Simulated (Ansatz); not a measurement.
V2O. Total charge 0; triplet. Geometry PBE-D4/def2-TZVP, that of the charge +1 doublet; atoms count from 1.

Cartesian coordinates in Å:
```
V 0.1184 -1.2233 0.1130
V 0.1199 0.7771 -0.8840
O -0.2383 0.4462 0.7710
```

The charge 0 triplet is spin-contaminated (final ⟨S²⟩ up to 4.03, 2.00 for a pure state). The structure comes from a short search, and lower isomers may exist.

Problem. Estimate the Mulliken populations from the PBE0/def2-TZVP orbitals of Ansatz.

Solution. 
| atom | charge (e) | spin (α − β) | d electrons |
| --- | --- | --- | --- |
| V1 | 0.37 | 4.07 | 3.90 |
| V2 | 0.40 | -2.19 | 3.56 |
| O3 | -0.77 | 0.11 | – |
Mulliken values and Mayer orders depend strongly on the basis.

Problem. Where does the spin sit?

Solution. Summed by element: V 1.89, O 0.11, of 2 unpaired in all. Largest on single atoms: V1 4.07, V2 -2.19, O3 0.11.

Problem. And the Mayer bond orders between bonded heavy atoms (over 0.3)?

Solution. V1–V2 1.31 (2.24 Å); V1–O3 0.67 (1.83 Å); V2–O3 1.44 (1.73 Å).
